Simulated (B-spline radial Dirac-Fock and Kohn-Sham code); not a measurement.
## Br³⁰⁺: eigenvalues, ΔSCF and the reference

System: the Br³⁰⁺ ion, [He] 2s2 2p1.

The density-functional columns are spherical, spin-unpolarised Dirac-Kohn-Sham results without Breit or QED terms: −ε is minus the orbital energy of the initial state and ΔSCF the difference of two total energies. The reference in the last column comes from multi-electron Dirac-Fock with separately optimised hole states, Breit and Lamb-shift corrections added in first order. All numbers are from a radial atomic solver, in eV; a selection of levels is shown. The Kohn-Sham columns are given as differences from the reference. For the 1s level of heavy atoms much of the gap between ΔSCF and the reference is the Breit and QED part, -27.3 eV here; for other levels the error of the functional can be larger.

```tsv
level	LDA −ε − DF	LDA ΔSCF − DF	Dirac-Fock
1s	-228.1	+35.5	15724.0
2s	-55.0	+8.8	3593.1
2p	-81.9	-6.8	3490.2
```

Values without a named source are computed, but for edge energies of neutral atoms, which are taken from tables.
